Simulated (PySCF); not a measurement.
Molecule: SMILES C[SiH](C)[SiH2]O, C2H10OSi2.

Cartesian coordinates in Å; atom numbers follow the order of the lines, from 1:
```xyz
15

C     1.552   -1.039   -0.984
Si    0.388    0.414   -0.689
C     1.092    1.594    0.601
Si   -1.662   -0.407    0.083
O    -1.268   -1.201    1.511
H     1.151   -1.719   -1.751
H     2.543   -0.693   -1.318
H     1.679   -1.611   -0.052
H     0.157    1.150   -1.977
H     1.210    1.071    1.562
H     0.421    2.453    0.760
H     2.076    1.980    0.292
H    -2.311   -1.349   -0.892
H    -2.662    0.687    0.336
H    -1.994   -1.614    1.987
```

Geometry PBE0-D3(BJ)/def2-SVP throughout; GIAO in PySCF 2.14, gas phase, one conformer, non-relativistic; equivalent atoms averaged; basis pcSseg-1.

For orientation, OPBE gives these absolute shieldings σ: C1/C3 190.5, Si4 375.5, Si2 402.5, O5 337.4, H13/H14 25.78, H9 27.24, H15 31.34, H6/H7/H8/H10/H11/H12 30.83 ppm.

A run gave: C1/C3 176.8, Si4 358.5, Si2 372.6, O5 324.6, H13/H14 27.11, H9 28.28, H15 31.15, H6/H7/H8/H10/H11/H12 31.21 ppm (absolute shieldings σ).

**Question.** Which functional was used in that run?
A. PBE
B. WP04
C. BLYP
D. B97-D
E. KT2

**Answer.** B. H13/H14 tells them apart best: WP04 gives 27.11, KT2 gives 25.65, PBE gives 25.62, BLYP gives 25.95, B97-D gives 26.11 ppm.
